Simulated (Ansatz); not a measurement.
Cost and result up the ladder for As2Se (3 atoms). Total charge 0; singlet. Geometry: PBE0-D4/def2-TZVP.

```csv
atom,x (Å),y (Å),z (Å)
As1,-0.005,0.008,0.016
As2,-0.540,0.903,1.835
Se3,0.544,-0.911,-1.850
```

Ansatz on 4 threads of Intel Xeon Platinum 8259CL on a shared host. Times are rough, and most runs start from the orbitals of an earlier one. No level here is sound enough to serve as a yardstick. Binding counts from free atoms at the same level (As quartet, Se triplet; other spins of the atoms weren't run), without zero-point energy or a counterpoise term.

Correlated methods freeze 27 core orbitals; core or outer-core shells of As, Se are correlated, in sets that lack core-valence functions. Another isomer (singlet) lies 0.80 eV lower at PBE0-D4/def2-TZVP; other spin states weren't run for this one.

Run but left out: HF/def2-TZVP (restricted singlet, unstable in another Hartree–Fock run and untested here).

Correlated methods converge slowly with the basis.

```csv
level,functions,binding energy per atom (eV),remarks
BLYP-D4/def2-TZVP,144,2.11,restricted SCF unstable in HF
CCSD(T)/def2-TZVPP,144,1.71,restricted SCF unstable
PBE-D4/def2-TZVP (with forces),144,2.14,restricted SCF unstable in HF
r2SCAN-D4/def2-TZVP,144,1.97,restricted SCF unstable in HF
PBE0-D4/def2-TZVP,144,1.87,restricted SCF unstable in HF
```

Question: Estimate how long each takes.

Answer: BLYP-D4/def2-TZVP 1.4 s; PBE-D4/def2-TZVP (with forces) 2 s; PBE0-D4/def2-TZVP 2.2 s; r2SCAN-D4/def2-TZVP 3 s; CCSD(T)/def2-TZVPP 14 s. On shared hardware such times vary by a factor of up to 3.
